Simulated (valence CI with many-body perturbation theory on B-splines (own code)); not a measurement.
**Level structure of Pb⁴⁹⁺**

Method: valence CI with perturbative core correlation (CI+MBPT): five valence electrons over a frozen Dirac-Fock core [Ar] 3d10, a basis of 11 s, 11 p, 10 d, 8 f, 5 g, 2 h functions for each j, with the one-electron correlation potential Σ1 (screened to all orders), the two-electron term Σ2, the three-electron term Σ3, Breit, model QED; selected single and double excitations, second order for the rest, scaled by the run's own slope (own B-spline code, finite nucleus).

No measured spectrum was set against this ion. As an estimate, large intervals hold to a few tenths of a per cent, small ones and those within an open d or f shell to about a per cent. Among the levels kept, up to 2200 cm⁻¹ of a level comes from second order outside the variational space, and about a tenth of that is noise between levels of different J, which matters for small intervals.

Levels 46 to 90 of 175, with energies above the lowest level, (4s^2 4p1/2^2 4p3/2) J=3/2. "Leading %" is the weight of the configuration and term that name the level; weights of strongly mixed levels are sums over their largest components and can fall short, so below about 35 % the name and the second component can differ from the true leading terms, or belong to a minority configuration. In the jj column 3d3/2^4 stands for four electrons in 3d with j = 3/2. Lifetimes count E1, E2, E3, M1 and M2 decay at the calculated energies, and are blank where another channel may lead or the interval is too uncertain; long ones can be off by a factor of two.

```tsv
No.	Configuration	Term	J	E (eV)	Leading %	Second component	Lifetime	Leading jj
46	4s²4p²4d	²D	5/2	522.16	26	24 % 4s²4p²4d ⁴D	405 fs	4s^2 4p3/2^2 4d3/2 (92 %)
47	4s²4p²4d	⁴P	1/2	522.50	44	25 % 4s²4p²4d ²P	356 fs	4s^2 4p3/2^2 4d3/2 (91 %)
48	4s²4p²4d	²F	7/2	523.93	47	24 % 4s²4p²4d ²G	450 fs	4s^2 4p3/2^2 4d3/2 (96 %)
49	4s4p³4d	²P°	3/2	524.97	26	14 % 4s4p³4d ⁴P°	866 fs	4s 4p1/2^2 4p3/2 4d5/2 (91 %)
50	4s²4p4d²	⁴G°	5/2	527.42	15	15 % 4s4p³4d ²D°	780 fs	4s 4p1/2^2 4p3/2 4d5/2 (68 %)
51	4s²4p4d²	⁴G°	5/2	528.55	35	25 % 4s²4p4d² ²F°	767 fs	4s^2 4p1/2 4d3/2^2 (70 %)
52	4s²4p²4d	²D	3/2	533.89	69	10 % 4s²4p²4d ⁴F	427 fs	4s^2 4p3/2^2 4d3/2 (94 %)
53	4s²4p²4d	²F	7/2	542.62	52	37 % 4s²4p²4d ⁴D	55.2 ps	4s^2 4p3/2^2 4d5/2 (98 %)
54	4s²4p²4d	⁴F	9/2	543.79	62	37 % 4s²4p²4d ²G	18.0 ns	4s^2 4p3/2^2 4d5/2 (99 %)
55	4s²4p²4d	²P	1/2	547.85	53	27 % 4s²4p²4d ²S	7.97 ps	4s^2 4p3/2^2 4d5/2 (93 %)
56	4s²4p4d²	²P°	1/2	548.08	41	39 % 4s²4p4d² ⁴D°	386 fs	4s^2 4p1/2 4d3/2^2 (93 %)
57	4s²4p4d²	²D°	3/2	553.08	37	34 % 4s²4p4d² ⁴F°	205 fs	4s^2 4p1/2 4d3/2^2 (91 %)
58	4s²4p²4d	²D	5/2	559.25	75	16 % 4s²4p²4d ⁴D	525 ps	4s^2 4p3/2^2 4d5/2 (98 %)
59	4s²4p4d²	⁴G°	7/2	564.55	50	12 % 4s²4p4d² ²G°	3.74 ps	4s^2 4p1/2 4d3/2 4d5/2 (89 %)
60	4s²4p4d²	²D°	5/2	566.43	23	17 % 4s²4p4d² ⁴G°	2.43 ps	4s^2 4p1/2 4d3/2 4d5/2 (89 %)
61	4s²4p4d²	²H°	9/2	568.23	45	26 % 4s²4p4d² ²G°	6.23 ps	4s^2 4p1/2 4d3/2 4d5/2 (82 %)
62	4s²4p²4d	²P	3/2	568.60	43	27 % 4s²4p²4d ²D	981 fs	4s^2 4p3/2^2 4d5/2 (95 %)
63	4s²4p4d²	⁴D°	3/2	569.43	39	20 % 4s²4p4d² ²D°	2.02 ps	4s^2 4p1/2 4d3/2 4d5/2 (90 %)
64	4s²4p4d²	⁴P°	1/2	570.58	45	26 % 4s²4p4d² ⁴D°	2.09 ps	4s^2 4p1/2 4d3/2 4d5/2 (92 %)
65	4s²4p²4d	²D	5/2	573.29	52	18 % 4s²4p²4d ²F	706 fs	4s^2 4p3/2^2 4d5/2 (93 %)
66	4s²4p²4f	⁴G°	7/2	584.99	35	24 % 4s²4p²4f ²G°	848 fs	4s^2 4p1/2 4p3/2 4f5/2 (63 %)
67	4s²4p²4f	⁴G°	5/2	585.27	32	23 % 4s²4p²4f ²D°	1.32 ps	4s^2 4p1/2 4p3/2 4f5/2 (73 %)
68	4s²4p²4f	²G°	7/2	586.03	33	16 % 4s²4p4d² ²F°	630 fs	4s^2 4p1/2 4p3/2 4f5/2 (51 %)
69	4s²4p4d²	⁴F°	5/2	587.17	15	13 % 4s²4p4d² ⁴D°	393 fs	4s^2 4p1/2 4d3/2 4d5/2 (58 %)
70	4p⁵	²P°	3/2	587.27	75	6 % 4s4p³4d ²P°	548 fs	4p1/2^2 4p3/2^3 (75 %)
71	4s²4p²4f	⁴F°	3/2	588.15	59	13 % 4s²4p²4f ²D°	2.39 ps	4s^2 4p1/2 4p3/2 4f5/2 (85 %)
72	4s²4p4d²	⁴D°	3/2	592.28	21	20 % 4s²4p4d² ²P°	297 fs	4s^2 4p1/2 4d3/2 4d5/2 (80 %)
73	4s²4p²4f	⁴D°	7/2	593.31	45	14 % 4s²4p²4f ²G°	3.70 ps	4s^2 4p1/2 4p3/2 4f7/2 (68 %)
74	4s²4p²4f	⁴G°	9/2	593.80	44	25 % 4s²4p²4f ²G°	3.47 ps	4s^2 4p1/2 4p3/2 4f5/2 (43 %)
75	4s²4p²4f	²F°	5/2	595.74	41	18 % 4s²4p²4f ⁴F°	974 fs	4s^2 4p1/2 4p3/2 4f5/2 (71 %)
76	4s²4p²4f	²D°	3/2	598.31	43	25 % 4s²4p²4f ⁴D°	2.07 ps	4s^2 4p1/2 4p3/2 4f5/2 (83 %)
77	4s²4p²4f	⁴F°	9/2	599.28	40	25 % 4s²4p²4f ²G°	2.64 ps	4s^2 4p1/2 4p3/2 4f7/2 (73 %)
78	4s²4p²4f	²P°	1/2	600.14	55	37 % 4s²4p²4f ⁴D°	3.49 ps	4s^2 4p1/2 4p3/2 4f5/2 (92 %)
79	4s²4p²4f	²D°	5/2	600.43	39	35 % 4s²4p²4f ⁴D°	3.25 ps	4s^2 4p1/2 4p3/2 4f7/2 (86 %)
80	4s²4p²4f	²F°	7/2	601.54	37	18 % 4s²4p4d² ⁴D°	1.89 ps	4s^2 4p1/2 4p3/2 4f7/2 (41 %)
81	4s²4p²4f	²G°	9/2	602.38	20	16 % 4s²4p²4f ²H°	2.66 ps	4s^2 4p1/2 4p3/2 4f7/2 (45 %)
82	4s²4p²4f	²F°	7/2	602.99	31	22 % 4s²4p²4f ⁴F°	1.17 ps	4s^2 4p1/2 4p3/2 4f7/2 (50 %)
83	4s²4p²4f	²H°	11/2	604.07	60	37 % 4s²4p²4f ⁴G°	3.83 ps	4s^2 4p1/2 4p3/2 4f7/2 (96 %)
84	4s²4p²4f	²P°	3/2	608.18	32	16 % 4s²4p²4f ²D°	2.06 ps	4s^2 4p1/2 4p3/2 4f7/2 (58 %)
85	4s²4p²4f	²D°	5/2	608.34	26	26 % 4s²4p²4f ²F°	2.13 ps	4s^2 4p1/2 4p3/2 4f7/2 (65 %)
86	4s4p³4d	⁴D°	3/2	613.81	31	30 % 4s4p³4d ⁶D°	1.10 ps	4s 4p1/2 4p3/2^2 4d3/2 (81 %)
87	4s4p³4d	⁶D°	1/2	614.24	40	20 % 4s4p³4d ⁴D°	1.45 ps	4s 4p1/2 4p3/2^2 4d3/2 (90 %)
88	4s4p³4d	⁴F°	5/2	615.80	33	21 % 4s4p³4d ⁴D°	1.72 ps	4s 4p1/2 4p3/2^2 4d3/2 (81 %)
89	4s²4p4d²	²F°	5/2	621.71	30	14 % 4s²4p²4f ²F°	1.34 ps	4s^2 4p1/2 4d5/2^2 (65 %)
90	4s²4p4d²	²H°	9/2	621.79	24	16 % 4s²4p²4f ²H°	1.04 ps	4s^2 4p1/2 4d5/2^2 (42 %)
```

Where two levels of one J and parity lie close, their mixing, g and order are uncertain.
